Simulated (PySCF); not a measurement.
Positional isomers: trisilane ethynyl. Gas-phase values, no solvent. One relaxed conformer stands for each flexible species; it need not be the lowest. Strings in code marks are SMILES.

Quantity: electronic energy of isomers of C2H8Si3 relative to `C#C[SiH2][SiH2][SiH3]`, in eV.

Level 1: B3LYP/6-311+G** // PBE-D3(BJ)/def2-TZVP (PySCF)
Level 2: BP86/6-31G* // PBE-D3(BJ)/def2-TZVP (PySCF)
Level 3: PBE/6-31G* // PBE-D3(BJ)/def2-TZVP (PySCF)
Level 4: HF/3-21G // PBE-D3(BJ)/def2-TZVP (PySCF)

| species | level 1 | level 2 | level 3 | level 4 |
|---|---|---|---|---|
| `C#C[SiH]([SiH3])[SiH3]` | 0.002 | 0.008 | 0.012 | 0.033 |
